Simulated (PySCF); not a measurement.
# `InChI=1S/C4H4F3O/c1-4(6,7)3(5)2-8/h3H,1H3/q+1/t3-/m0/s1`, charge +1

Geometry (Å), atoms numbered from 1 in this order:
```xyz
12

C    -1.602    0.048   -0.170
C    -0.213    0.586   -0.006
F    -0.046    1.335    1.091
F     0.196    1.315   -1.046
C     0.871   -0.660    0.173
F     0.635   -1.585   -0.780
C     2.182   -0.137    0.119
O     3.165    0.383    0.072
H    -1.668   -0.603   -1.039
H    -2.263    0.904   -0.332
H    -1.929   -0.480    0.722
H     0.673   -1.106    1.170
```

Total charge +1.

Method used: PySCF 2.14.0, GIAO HF/pcSseg-1 magnetisability, rotational g tensor and spin-rotation constants, non-relativistic, gas phase. Geometry: GFN2-xTB.

For an ion the centre-of-mass motion in the field is neglected.

Question: Give the nuclear spin-rotation constants along the inertial axes (H = +C I·J) beside the isotropic shieldings.

Answer: Rotational constants 2.8410, 1.7596, 1.3775 GHz. A star marks the isotopologue with that one atom substituted, in its own axes.
```
atom  isotope  Caa (kHz)  Cbb (kHz)  Ccc (kHz)  mean (kHz)  σ (ppm)
  F3      19F      3.753      1.319      0.858       1.976    311.1
  F4      19F      3.289      1.113      1.200       1.867    312.9
  F6      19F     -0.691      0.604      0.274       0.062    449.9
  H9       1H     -0.314     -0.057     -0.130      -0.167     29.2
 H10       1H     -0.067     -0.155     -0.161      -0.128     28.7
 H11       1H     -0.294     -0.229     -0.021      -0.181     29.8
 H12       1H     -0.320     -0.241      0.042      -0.173     25.8
  C1     13C*      0.355      0.244      0.181       0.260    171.1
  C2     13C*      0.756      0.461      0.410       0.543     73.4
  C5     13C*      0.671      0.301      0.288       0.420    119.5
  C7     13C*      0.584      0.600      0.650       0.611     29.9
  O8     17O*     -0.710     -0.617     -0.670      -0.666    -57.1
```
For the geometry as given, no vibrational averaging.

Question: How do the rotational constants and the g tensor change when H9, H10, H11, H12 are replaced by deuterium?

Answer: Constants 2.7271, 1.6310, 1.3006 GHz; g -0.0176, 0.0033, -0.0019, against -0.0183, 0.0035, -0.0021 before.
